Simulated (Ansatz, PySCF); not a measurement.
Noncovalent pair: H2O (SMILES O) (first 3 atoms) with CH2O (SMILES C=O); geometry from B3LYP-D3(BJ)/def2-TZVP, rigid monomers moved along the line of their centres of mass till O1···C4 is 3.24 Å.
(charge 0, multiplicity 1):
```xyz
7

O     -0.1503     0.4376    -0.1146
H      0.4921     0.1685    -0.7793
H     -0.5236    -0.3821     0.2299
C     -0.0119     0.5195     3.1182
O     -0.4158    -0.6010     3.2789
H      1.0676     0.7595     3.1194
H     -0.6940     1.3750     2.9668
```

Quantity: the interaction energy.

Monomers are frozen at their geometry in the pair; levels with a basis set take the counterpoise correction.

Correlated levels freeze the cores. CBS(a, b) extrapolates the correlation energy as X⁻³ and adds the Hartree–Fock energy of set b.

Programs: Ansatz (a quantum-chemistry and plane-wave program); PySCF for the dispersion terms. Each number belongs to the level named beside it.

Costs are ratios of core time to PBE/def2-TZVPPD (roughly 3 s), for whole runs (searches for the state included, and forces where a run took them) on one shared machine, so rough; each difference counts from -109.0 meV (CCSD(T)/CBS(aug-cc-pVDZ, aug-cc-pVTZ), a level with limits of its own).

A star marks coupled-cluster runs past 200 virtual orbitals, where the program's memory plan changes under this machine's limit, so their costs aren't comparable with smaller runs.

```tsv
level	basis functions	cost	difference (meV)
PBE/def2-TZVPPD	185	×1	17.4
PBE-D3(BJ)/def2-TZVPPD	185	×1	-3.8
B3LYP/def2-TZVPPD	185	×1	30.7
B3LYP-D3(BJ)/def2-TZVPPD	185	×1	-1.6
PBE0/def2-TZVPPD	185	×1	14.6
PBE0-D3(BJ)/def2-TZVPPD	185	×1	-5.3
r2SCAN/def2-TZVPPD	185	×2	-0.6
r2SCAN-D3(BJ)/def2-TZVPPD	185	×2	-9.1
wB97X-V/def2-TZVPPD	185	×3	-5.7
wB97M-V/def2-TZVPPD	185	×3	-1.9
CCSD(T)/aug-cc-pVDZ	105	×4	8.9
CCSD(T)/aug-cc-pVTZ	230	×300*	2.9
```

With a budget of 30 times the cost of PBE/def2-TZVPPD, the closest level: r2SCAN/def2-TZVPPD, at -0.6 meV; next is B3LYP-D3(BJ)/def2-TZVPPD at -1.6 meV.
